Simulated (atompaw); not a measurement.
**Building the PAW (atompaw) potential for Ta (Z = 73) (PBE, scalar-relativistic).**

Input for atompaw 4.2.0.5:

```
Ta 73
GGA-PBE scalarrelativistic loggrid 2001 logderivrange -2 5 176
6 6 5 4 0 0
6 1 0
5 2 3
0 0 0
c
c
c
c
c
v
c
c
c
c
v
c
c
v
c
2
3.00 2.80 2.85 1.55
y
4.2
n
y
1.1
n
y
1.15
n
bloechl sinc
3 1 troulliermartins
PWSCFOUT
UPFDX 0.0125d0 UPFXMIN -7.d0 UPFZMESH 73.d0
END
```

Command:

```bash
atompaw < Ta.input > Ta.log
```

Output (summary file):

```
Completed calculations for Ta (AE)

 Exchange-correlation type: GGA, Perdew-Burke-Ernzerhof

 Radial integration grid is logarithmic
 r0 =   9.3554737E-05 h =   6.8294958E-03   n =      2001 rmax =   8.0000000E+01

 Scalar relativistic calculation

 AEatom converged in  43 iterations
   nz     =  73.00
   delta  =       8.884285469357E-16

 All Electron Orbital energies:
  n  l      occupancy      energy
  1  0      2.0000000E+00 -4.9517611E+03
  2  0      2.0000000E+00 -8.5075511E+02
  3  0      2.0000000E+00 -1.9489399E+02
  4  0      2.0000000E+00 -3.9735982E+01
  5  0      2.0000000E+00 -5.3656030E+00
  6  0      2.0000000E+00 -4.0001938E-01
  2  1      6.0000000E+00 -7.4547659E+02
  3  1      6.0000000E+00 -1.6358634E+02
  4  1      6.0000000E+00 -2.9468056E+01
  5  1      6.0000000E+00 -2.8957808E+00
  6  1      0.0000000E+00 -1.0224205E-01
  3  2      1.0000000E+01 -1.2708084E+02
  4  2      1.0000000E+01 -1.6330929E+01
  5  2      3.0000000E+00 -2.6392425E-01
  4  3      1.4000000E+01 -1.8157344E+00

 Total energy
   Total                    :   -31209.11876369280071

 ---
 Completed calculations for Ta (SC)

 Exchange-correlation type: GGA, Perdew-Burke-Ernzerhof

 Radial integration grid is logarithmic
 r0 =   9.3554737E-05 h =   6.8294958E-03   n =      2001 rmax =   8.0000000E+01

 Scalar relativistic calculation

 SCatom converged in   2 iterations
   nz     =  73.00
   delta  =       2.320316089246E-18

 Valence Electron Orbital energies:
  n  l      occupancy      energy
   6  0      2.0000000E+00 -4.0001938E-01
   6  1      0.0000000E+00 -1.0224205E-01
   5  2      3.0000000E+00 -2.6392425E-01

 Total energy
   Total                    :   -31209.11876369312085
   Valence                  :     -635.43723314583258

 PAW parameters:
       lmax =            2
         rc =    3.0157205243774672
        irc =         1521
   rc_shape =    2.8166313959580673
    rc_vloc =    2.8553689744620292
    rc_core =    1.5548025153041032
   Vloc: Norm-conserving Troullier-Martins with l= 3;e=   1.0000E+00
   Projector type: Bloechl + Gram-Schmidt ortho.
   Sinc^2 compensation charge shape zeroed at   2.8166E+00

 Number of basis functions     6
 No.   n  nodes  l      Energy         Cp coeff         Occ
  1    6    5    0   -0.4000194E+00 -0.7930564E+01  0.2000000E+01
  2  999    6    0    0.4200000E+01 -0.1341330E+02  0.0000000E+00
  3    6    4    1   -0.1022421E+00 -0.1015847E+02  0.0000000E+00
  4  999    5    1    0.1100000E+01  0.1923698E+01  0.0000000E+00
  5    5    2    2   -0.2639243E+00  0.1591755E+01  0.3000000E+01
  6  999    3    2    0.1150000E+01  0.2210301E+01  0.0000000E+00

 Eigenvalues of overlap operator (in the basis of projectors):
    1        6.42092313E-02
    2        1.82746706E-01
    3        5.38394248E-01
    4        1.70725784E+00
    5        3.15078438E+00
    6        1.65294260E+01

 Orbital leakage outside PAW augmentation regions
   orb  is_core?  %out_of_sphere
   1 0    T           0.00
   2 0    T           0.00
   3 0    T           0.00
   4 0    T           0.00
   5 0    T           0.03
   6 0    F          54.42
   2 1    T           0.00
   3 1    T           0.00
   4 1    T           0.00
   5 1    T           0.34
   6 1    F          85.86
   3 2    T           0.00
   4 2    T           0.00
   5 2    F          19.89
   4 3    T           0.02

 Summary of PAW energies
   Total valence energy     :   -635.43723590286356
   Smooth energy            :    -12.77631192201369
   One center               :   -622.66092398084982
   Smooth kinetic           :      7.06952101855794
   Vloc energy              :     -2.62866793459576
   Smooth exch-corr         :    -18.80228524663128
   One-center xc            :   -611.36721513796772
```

Note: ghost state, extra bound levels that the all-electron valence spectrum of the same l lacks: p at -14.9 eV. A true bound ghost makes a file unfit for plane-wave use.

The run took about 16 s on one core of a shared server CPU.
